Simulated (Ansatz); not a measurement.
Isolated molecules relaxed with PBE0-D4/def2-TZVP in Ansatz; ΔE leaves out vibrations. CCSD(T)/CBS adds triple-zeta CCSD(T) − MP2 to the extrapolated MP2 energy (def2 sets, frozen cores). Functionals use def2-TZVPP. B3LYP here is the variant with VWN-RPA as its local correlation; programs differ in this.

Reaction (isomerisation): `N#Cc1ccccc1C#N` → `N#Cc1cccc(C#N)c1`

```
             level  ΔE (kcal/mol)  difference from CCSD(T)/CBS
       LDA (SPW92)           -1.2                          0.3
         r2SCAN-D4           -1.3                          0.2
          B3LYP-D4           -1.3                          0.2
           ωB97M-V           -1.6                         -0.1
            B2PLYP           -1.5                          0.0
            revPBE           -1.7                         -0.2
             B3LYP           -1.8                         -0.3
           LC-ωPBE           -2.0                         -0.5
RPA@PBE/def2-TZVPP           -1.5                          0.0
       HF/def2-SVP           -2.9                         -1.4
      MP2/def2-SVP           -0.9                          0.6
     CCSD/def2-SVP           -1.9                         -0.4
     HF/def2-TZVPP           -3.0                         -1.5
    MP2/def2-TZVPP           -0.6                          0.9
   CCSD/def2-TZVPP           -1.8                         -0.3
     HF/def2-QZVPP           -3.0                         -1.5
       CCSD(T)/CBS           -1.5                            0
```

Largest T1 diagnostic among the species: 0.013.

In def2-TZVPP, CCSD(T) changes the Hartree–Fock value by +1.4 kcal/mol (the triples alone add +0.2 kcal/mol) and MP2 by +2.3 kcal/mol. Leaving LDA and LC-ωPBE aside and taking each functional with its dispersion term where it has one, the values, not all of them listed here, spread over 0.8 kcal/mol, from BHLYP-D4 to revPBE-D4.

CCSD(T)/CBS has its own doubt, a few kJ/mol and more with outer-core shells, so smaller differences from it don't rank the levels.
